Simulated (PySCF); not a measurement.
**Simulated characterisation data**

PySCF calculation with GIAO PBE0/pcSseg-1 shieldings and GFN2-xTB structure; no solvent model, a single conformation, one averaged value for each set of equivalent atoms, non-relativistic Hamiltonian.

Referencing at the same level of theory: TMS for 1H and 13C. Splittings of carbon signals by F and P are missing where no couplings were computed. Where no couplings were computed, multiplicities follow the n + 1 count of equivalent neighbours, and m marks all less simple cases (inequivalent or close neighbours, rings, F or P nearby). Shifts are as computed. Against solution values, carbons near 30 ppm lie about +3 ppm off and those near 130 ppm about +5 ppm. Of 1211 compounds with measured shifts, 218 miss one by over three times the rms of a fit or turn the order of signals round; such compounds aren't used in these exercises.

Compound 1 (C$_{4}$H$_{9}$FOSi). 1H NMR (400 MHz, computed): δ 5.15 (m, 2H), 5.07 (m, 2H), 4.49 (m, 1H), 4.40 (m, 1H), 2.02 (s, 3H). 13C{1H} NMR (computed): δ 160.7 (C), 98.5 (CH2), 76.9 (CH2), 21.7 (CH3). Structure: `CC(=C)O[SiH2]CF`.

Compound 2 (C$_{9}$H$_{13}$P). 1H NMR (400 MHz, computed): δ 6.88 (m, 2H), 6.18 (m, 2H), 5.56 (m, 1H), 5.31 (m, 1H), 5.25 (m, 1H), 3.37 (m, 1H), 1.50 (m, 3H), 0.01 (m, 2H). 13C{1H} NMR (computed): δ 152.9 (CH), 147.6 (CH), 136.1 (CH), 121.5 (CH2), 51.5 (CH), 18.9 (CH3), 3.7 (CH2). Structure: SMILES [P@]1(=C)(C)C=C[C@@H](C=C)C=C1.
